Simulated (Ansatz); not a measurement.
Ideal-gas functions of CH2ClFOSi, SMILES `FC1(Cl)O[SiH2]1` at 298.15 K and 1 bar, from an Ansatz frequency run at PBE0-D4/def2-TZVP.

Molar mass 112.56 g/mol, point group C1 (symmetry number 1), electronic degeneracy 1, moments of inertia 94.568, 202.277, 251.423 u Å². Harmonic wavenumbers (cm⁻¹, unscaled): 184, 336, 368, 435, 492, 618, 633, 652, 765, 937, 953, 1076, 1221, 2271, 2297.

Use S(trans) = R[1.5 ln M + 2.5 ln T − 1.1517]; rotational temperatures θ = 24.2544 K / I; S(rot) = R[ln(√π/σ · √(T³/θAθBθC)) + 1.5]; for each mode x = 1.438777 ν̃/T, S = R[x/(eˣ − 1) − ln(1 − e⁻ˣ)] and H = RT x/(eˣ − 1); 1 cm⁻¹ = 0.0119627 kJ/mol; R = 8.31446 J/(mol·K).

**Question.** By hand: the entropy, in J/(mol·K).

**Answer.** Translation 167.8. Rotation: θ = 0.2565, 0.1199, 0.0965 K, giving 112.5. Vibration, mode by mode: 9.57, 5.15, 4.55, 3.52, 2.84, 1.76, 1.66, 1.54, 0.99, 0.50, 0.47, 0.29, 0.16, 0.00, 0.00, in all 33.0. Electronic 0.0. Sum 313.3 J/(mol·K).

**Question.** By hand: H − E and G − E in kJ/mol, counted from the electronic energy.

**Answer.** Zero-point energy ½ × 13238 × 0.0119627 = 79.2; thermal vibration 6.5; translation, rotation and pV give 4 RT = 9.9. H − E = 95.6 kJ/mol, and G − E = 95.6 − 298.15 × 313.3/1000 = 2.2 kJ/mol.

Vibration gives 11 % of the entropy. The sum counts one conformer and one mirror image; others add a mixing term.
